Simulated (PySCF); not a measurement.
## Computed spin Hamiltonian

Compound: C₆H₈NO (doublet state).
SMILES with atom numbers: `[CH3:1][C:2]#[C:3][C@H:4]([CH3:5])[NH:6][C:7]=[O:8]` (hydrogens: H9, H10, H11 on C1; H12 on C4; H13, H14, H15 on C5; H16 on N6)

Structure used (GFN2-xTB), in Å, numbered top down from 1:
```
atom  x, y, z in Å
C1     2.697   -1.666    0.244
C2     1.497   -0.890    0.027
C3     0.516   -0.232   -0.185
C4    -0.701    0.530   -0.369
C5    -0.575    1.935    0.218
N6    -1.831   -0.191    0.288
C7    -2.962   -0.510   -0.284
O8    -3.407   -0.366   -1.393
H9     2.449   -2.725    0.301
H10    3.394   -1.512   -0.579
H11    3.177   -1.363    1.175
H12   -0.958    0.583   -1.432
H13   -1.505    2.482    0.078
H14    0.229    2.472   -0.279
H15   -0.349    1.882    1.282
H16   -1.680   -0.421    1.258
```

The hyperfine couplings belong to this conformer and change with its torsions.

Theory: PySCF, UKS B3LYP, pcH-1 on C H N O, non-relativistic, mean-field spin-orbit, GIAO. Geometry: GFN2-xTB, one conformer, isolated molecule. GFN2-xTB frequencies show an imaginary mode (28i cm⁻¹), so this geometry is no minimum at that level. Couplings are sensitive to structure, and on GFN2-xTB geometries they can be far from those on DFT ones. The SCF solution wasn't tested for stability.

* g1, g2, g3: 1.99902, 2.00190, 2.00432
* g_iso: 2.00175
* Form of g: rhombic: the two nearest values differ by 46 % of g3 − g1
* ⟨S²⟩: 0.7531 (exact 0.7500)
* Total energy: -363.35660 Eh

Isotropic coupling and dipolar principal values T1 to T3, in MHz:

```csv
atom,isotope,a_iso,T1,T2,T3,Mulliken spin population
C1,13C,-0.9,-0.1,0.0,0.2,0.00
C2,13C,2.3,-2.0,-1.7,3.8,0.03
C3,13C,-2.7,-1.8,-0.2,2.0,-0.02
C4,13C,33.7,-7.3,-6.5,13.7,0.07
C5,13C,-1.9,-0.5,-0.4,0.9,0.00
N6,14N,69.7,-4.7,-2.5,7.2,-0.02
C7,13C,427.1,-49.3,-45.6,94.9,0.66
O8,17O,-49.4,-110.3,54.0,56.3,0.28
H9,1H,2.7,-0.5,-0.3,0.8,0.00
H10,1H,3.3,-0.4,-0.4,0.7,0.00
H11,1H,0.3,-0.4,-0.3,0.7,0.00
H12,1H,-5.7,-5.7,0.6,5.1,0.00
H13,1H,1.0,-1.7,-1.3,3.0,0.00
H14,1H,7.3,-1.0,-0.8,1.7,0.00
H15,1H,1.5,-1.3,-1.0,2.4,0.00
H16,1H,9.8,-8.9,-6.2,15.2,0.00
```

Largest spin populations (Mulliken): C7 (+0.66), O8 (+0.28) and C4 (+0.07).

Under fast tumbling the dipolar parts average out, and these isotropic splittings remain: 1 × 14N (N6, I = 1, 3 lines) with 2.49 mT, 1 × 1H (H16, I = 1/2, 2 lines) with 0.35 mT, 1 × 1H (H12, I = 1/2, 2 lines) with 0.20 mT, 3 × 1H (H13/H14/H15, I = 1/2, 4 lines) with 0.12 mT and 3 × 1H (H9/H10/H11, I = 1/2, 4 lines) with 0.07 mT.

Class means assume fast exchange of nuclei equivalent by connectivity; if that motion is slow, each nucleus keeps its own coupling. The three 1H nuclei of mean +3.3 MHz run from 1.0 to 7.3 MHz in the frozen geometry.

The 13C coupling of C7 (427.1 MHz) shows only in satellite lines or after enrichment, since that isotope makes up about 1.07 % of natural carbon.

The 17O coupling of O8 (-49.4 MHz) shows only in satellite lines or after enrichment, since that isotope makes up about 0.038 % of natural oxygen.

The spin density at the nucleus, in bohr⁻³, is negative for C3 (-0.0024), C5 (-0.0017) and H12 (-0.0013), for instance. A restricted open-shell determinant has no negative spin density anywhere; here it arises because α and β orbitals differ (spin polarisation).
